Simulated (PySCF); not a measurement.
Spinor energies of Ag³⁸⁺ (silver, charge +38)

Start: [He] 2s2 2p5; 2p1/2 filled at m_j = +1/2; 2p3/2 filled at m_j = -3/2, -1/2, +1/2, +3/2. Calculated with PySCF 2.14 in an uncontracted even-tempered set (17 s from 17 bohr⁻², ratio 2.4; 12 p from 23 bohr⁻², ratio 2.4; 5 d from 84 bohr⁻², ratio 2.6; 4 f from 130 bohr⁻², ratio 2.6): generalised Hartree-Fock with the X2C-1e Hamiltonian and a Gaussian nucleus; one run each with spin-orbit coupling (SO) screened by Boettger's factors, then bare. This is a chosen level, not necessarily the ground level.

| spinor shell | electrons | ε, screened SO (eV) | ε, bare SO (eV) | weight of nominal j (bare SO) | rms radius, bare SO (bohr) |
| --- | --- | --- | --- | --- | --- |
| 1s1/2 | 2 | -28209.5 | -28209.7 | 1.000 | 0.0356 |
| 2s1/2 | 2 | -6173.0 | -6173.1 | 1.000 | 0.142 |
| 2p1/2 | 1 | -5959.0 | -5965.3 | 1.000 | 0.122 |
| 2p3/2 | 4 | -5759.8 | -5757.4 | 1.000 | 0.127 |

```
   quantity  screened SO      bare SO
E (hartree)  -3916.08567  -3915.94276
        M_J          1/2          1/2
       ⟨J²⟩        0.750        0.750
       ⟨L²⟩        2.003        2.003
       ⟨S²⟩        0.752        0.753
```

Each row is a mean over spinors that exchange with the open shell spreads, by up to 12.821 eV (2p3/2).

Breit and QED terms are absent; they matter most for the inner s and p1/2 levels.

Densities and radii are taken from the X2C orbitals without a picture-change correction, which distorts them close to the nucleus.
